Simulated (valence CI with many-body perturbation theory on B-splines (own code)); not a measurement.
# Missing levels of Nb2+

Level of theory: configuration interaction combined with many-body perturbation theory (CI+MBPT): three valence electrons over a frozen Dirac-Fock core [Kr], radial functions for each j: 9 s, 9 p, 10 d, 8 f, 5 g, 3 h, 1 i, with the one-electron correlation potential Σ1 (screened to all orders), the two-electron term Σ2, the three-electron term Σ3, Breit, model QED; selected single and double excitations, second order for the rest, scaled by the run's own slope (own B-spline code, finite nucleus).

Against 24 measured levels this calculation errs by 556 cm⁻¹ on average and by 1107 at most. These come from a selection out of Shadmi, J. Res. Natl. Bur. Stand. 70A, 435 (1966). Levels without a partner in it may be off by more, other configurations by 1,000 to 8,000 cm⁻¹.

| Level | E (eV) |
| --- | --- |
| 4d³ ⁴F_3/2 | 0.0000 |
| 4d³ ⁴F_5/2 | 0.0635 |
| 4d³ ⁴F_7/2 | 0.1452 |
| 4d³ ⁴F_9/2 | ? |
| 4d³ ⁴P_3/2 | 1.135 |
| 4d³ ⁴P_1/2 | 1.141 |
| 4d³ ²G_7/2 | 1.165 |
| 4d³ ²G_9/2 | 1.234 |
| 4d³ ⁴P_5/2 | ? |
| 4d³ ²P_1/2 | 1.399 |
| 4d³ ²P_3/2 | 1.427 |
| 4d³ ²H_9/2 | ? |
| 4d³ ²H_11/2 | 1.643 |
| 4d³ ²D_3/2 [a] | 1.685 |
| 4d³ ²D_5/2 [a] | ? |
| 4d³ ²F_7/2 | 2.549 |
| 4d³ ²F_5/2 | ? |
| 4d²5s ⁴F_3/2 | ? |
| 4d²5s ⁴F_5/2 | 3.249 |
| 4d²5s ⁴F_7/2 | 3.339 |

Names give the largest LS component (configuration and term), which can be under half, so a name can repeat, a term be missing and a line seem to break the LS rules; names also repeat where a configuration has a term twice. Letters in brackets count levels of one name in rising energy.

**Question.** The levels stand in rising order. What does the calculation give for the missing energies?

**Answer.** 4d³ ⁴F_9/2 0.2401; 4d³ ⁴P_5/2 1.254; 4d³ ²H_9/2 1.601; 4d³ ²D_5/2 [a] 1.703; 4d³ ²F_5/2 2.561; 4d²5s ⁴F_3/2 3.185.
